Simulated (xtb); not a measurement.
benzoquinone (C$_{6}$H$_{4}$O$_{2}$), singlet, at a GFN2-xTB geometry. Base run: GFN2-xTB run with xtb.

Here is a job for xtb.
```
$ xtb mol.xyz --gfn 2 --json

# file mol.xyz
12

O      2.61718484     0.51914830    -0.01082416
C      1.42622774     0.28290845    -0.00589860
C      0.41173671     1.35470827     0.04155026
C     -0.89730690     1.09504462     0.04696421
C     -1.42622774    -0.28290845     0.00589860
O     -2.61718484    -0.51914830     0.01082416
C     -0.41173671    -1.35470827    -0.04155026
C      0.89730690    -1.09504462    -0.04696421
H      0.79604929     2.36494929     0.07169503
H     -1.63787548     1.88215271     0.08176126
H     -0.79604929    -2.36494929    -0.07169503
H      1.63787548    -1.88215271    -0.08176126
```

Variants of this job, named by their change:

| change | ΔE vs base (kJ/mol) | HOMO-LUMO gap (eV) | SCF cycles |
|---|---|---|---|
| base | 0.00 | 1.40 | 10 |
| acc = 0.1 | 0.00 | 1.40 | 11 |
| alpb = acetonitrile | -34.8 | 1.38 | 10 |
| etemp = 5000 | -35.3 | 1.42 | 10 |

ALPB and GBSA are two models with their own fitted parameters for each solvent, which aren't always the measured dielectric constant.
